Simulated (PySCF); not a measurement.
## How the method changes the constants of InN

State: ³Σ⁻ (triplet), unpaired electrons π ↑↑. Set-up: basis In x2c-TZVPPall, N x2c-TZVPPall; spin-free X2C with a Gaussian nucleus; PySCF 2.14. De refers to In + N in their high-spin ground configurations, without counterpoise correction. The functionals are run spin-unrestricted. A positive dipole means In(−)N(+).

```csv
Level,Re (Å),ωe (cm⁻¹),De (eV),μ (D)
UHF,2.204,455,0.218,-2.55
UHF-MP2,2.189,483,1.47,n/a
UHF-SCS-MP2,2.197,482,1.53,n/a
UHF-CCSD,2.205,454,1.45,n/a
UHF-CCSD(T),2.212,448,1.57,n/a
PBE,2.245,419,2.19,-2.41
revPBE,2.261,409,2.02,-2.45
BLYP,2.269,405,2.17,-2.59
TPSS,2.234,433,2.15,-2.40
r²SCAN,2.218,441,1.85,-2.33
B3LYP,2.234,431,1.97,-2.64
PBE0,2.211,448,1.88,-2.46
ωB97M-V,2.200,460,1.85,-2.51
```

The bond length runs from 2.189 Å (UHF-MP2) to 2.269 Å (BLYP). De spans 0.22 eV (UHF, mean field) to 2.19 eV (PBE, GGA). Correlation at CCSD(T) changes the Hartree–Fock bond energy by +1.35 eV; the triples alone change it by +0.12 eV.

Correlated steps freeze 19 core orbitals. Spin–orbit coupling is left out, which matters for elements this heavy, above all for dissociation energies. The state was picked by a PBE0 search and need not be the measured ground state.

The whole job (state search and all levels along the bond) took about 17 min on 1 thread of Arm Neoverse V1 (shared host), peak memory 2.5 GiB.
